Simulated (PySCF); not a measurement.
**Fine-structure interval along the 19-electron series**

Calculated with PySCF 2.14 and a two-component X2C-1e Hamiltonian (Gaussian nucleus, no Breit or QED terms), each ion in its own even-tempered basis scaled to its charge; GMP2 freezes [Ne] and drops the highest virtual spinors. Values in cm⁻¹.

| ion | configuration | GHF (screened spin-orbit) | GMP2 (screened spin-orbit) | GHF (bare spin-orbit) |
| --- | --- | --- | --- | --- |
| Zr²¹⁺ | [Ar] 3d1 | 28722 | 28538 | 38292 |
| Mo²³⁺ | [Ar] 3d1 | 37417 | 37253 | 49117 |

(1) Fill in the row of Nb²²⁺.

Answers

(1) configuration: [Ar] 3d1; GHF (screened spin-orbit): 32857; GMP2 (screened spin-orbit): 32683; GHF (bare spin-orbit): 43457.
